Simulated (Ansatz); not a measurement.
Two isomers of C2H6FGeN: A = `C[N](C)[Ge][F]`, B = `[CH3][GeH2][C](=N)F`.

Isolated molecules relaxed with PBE0-D4/def2-TZVP in Ansatz; ΔE leaves out vibrations. CCSD(T)/CBS is the MP2 limit (def2-TZVPP, def2-QZVPP) plus CCSD(T) − MP2 in def2-TZVPP, frozen cores. DFT in def2-TZVPP. For Ge outer-core shells are correlated without core-valence functions, which leaves a few kJ/mol of doubt a bond. Scalar relativity is left out up to krypton. One conformer a species, not always the lowest.

A:

Z-matrix (Å, degrees):
```
C
N 1 1.442
H 1 1.098 2 110.9
H 1 1.098 2 110.9 3 -119.3
H 1 1.089 2 110.1 3 120.3
C 2 1.442 1 114.1 3 59.5
Ge 2 1.821 1 126.7 3 -120.6
H 6 1.094 2 110.5 1 180.0
H 6 1.098 2 111.4 1 60.1
H 6 1.097 2 111.4 1 -60.1
F 7 1.773 2 96.6 1 -0.0
```

B:

Z-matrix (Å, degrees):
```
C
Ge 1 1.946
H 1 1.090 2 110.3
H 1 1.091 2 110.3 3 -120.3
H 1 1.090 2 109.6 3 119.9
C 2 1.981 1 109.2 3 -61.6
H 2 1.537 1 111.6 3 179.3
H 2 1.539 1 112.5 3 55.3
F 6 1.350 2 111.3 1 -54.7
N 6 1.247 2 131.7 1 124.5
H 10 1.016 6 110.8 2 0.7
```

Problem. Which is lower in electronic energy at CCSD(T)/CBS, and by how much? (Best estimate.)

Solution. Computed: A, by 40.5 kcal/mol.

Problem. Give E(B) − E(A) in kcal/mol with r2SCAN-D4, PBE0-D4, CCSD/def2-TZVPP, LDA (SPW92), MP2/def2-TZVPP, B2PLYP, PBE-D4. (Best estimate.)

Solution. The calculation gave: r2SCAN-D4 37.9, PBE0-D4 39.0, CCSD/def2-TZVPP 36.7, LDA (SPW92) 40.8, MP2/def2-TZVPP 38.8, B2PLYP 40.6, PBE-D4 39.8. None reverses the order clearly.

Problem. Does the order hold for the free energy at 298.15 K (harmonic terms from PBE0-D4)? (Best estimate.)

Solution. The calculation gave: Yes: G(B) − G(A) = +34.5 kcal/mol, for one conformer each. Modes under 60 cm⁻¹, often nearly free rotors, make the harmonic entropy too high.

Largest T1 diagnostic: 0.015.

The D4 term adds +1.2 kcal/mol with B3LYP and +0.6 kcal/mol with PBE0; it sums over pairs of atoms, weighted by their polarisabilities, and B3LYP, whose exchange is more repulsive, gets the larger term. Leaving LDA and LC-ωPBE aside and taking each functional with its dispersion term where it has one, the values, not all of them listed here, spread over 7.0 kcal/mol, from B97M-V to BLYP-D4. LDA lies +1.7 kcal/mol from PBE without D4.

B3LYP here is the variant with VWN-RPA as its local correlation; programs differ in this.
